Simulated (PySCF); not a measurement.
PySCF input file for Si(H)(F)(Cl)(Et) (C₂H₆ClFSi), SMILES CC[SiH](F)Cl, HF/pcSseg-1. The structure is a stationary point at PBE0-D3(BJ)/def2-SVP. The structure was generated by enumeration, and PubChem lists no compound with its InChIKey, so it may never have been made. Other conformers were not sampled.

```python
import numpy as np
from pyscf import gto, scf, dft
from pyscf.prop.nmr import rhf as nmr

mol = gto.M(
    atom='''
    Si    0.51654318   -0.38147784   -0.41964526
    F     1.25256871   -1.01976109    0.87806701
    Cl    0.57961979    1.66804560   -0.20294593
    C    -1.24910612   -0.95416060   -0.46601609
    C    -2.06830313   -0.56333486    0.76167949
    H     1.31308859   -0.75266419   -1.61479054
    H    -1.69910298   -0.54909508   -1.38972716
    H    -1.22707216   -2.05110953   -0.59654885
    H    -2.09795768    0.52959389    0.88727641
    H    -3.10580237   -0.92081590    0.68206978
    H    -1.63695726   -0.98917212    1.68025147
    ''',
    basis='pcSseg-1',
    charge=0,
    spin=0,
    max_memory=1600,
    verbose=3,
)
mf = scf.RHF(mol)
mf.conv_tol = 1e-10
mf.max_cycle = 100
mf.kernel()
n = nmr.NMR(mf)
n.verbose = 2
n.max_cycle_cphf = 60
sigma = n.kernel()
print('atom   isotropic/ppm   span/ppm')
for i, s in enumerate(sigma):
    w = np.linalg.eigvalsh((s + s.T) / 2)
    print(f'{mol.atom_symbol(i):2s}{i + 1:3d} {w.mean():14.3f} {w[2] - w[0]:11.3f}')
```

Output:

```
converged SCF energy = -927.158504534377
atom   isotropic/ppm   span/ppm
Si  1        385.223      82.142
F   2        372.657     101.532
Cl  3        963.812     237.084
C   4        181.589      12.659
C   5        185.102       9.069
H   6         26.831       9.977
H   7         31.345      10.404
H   8         30.967      11.757
H   9         30.402      11.476
H  10         30.375      13.835
H  11         30.567      11.718
```

The run converged.

Cost: around 40 core-seconds (rough).
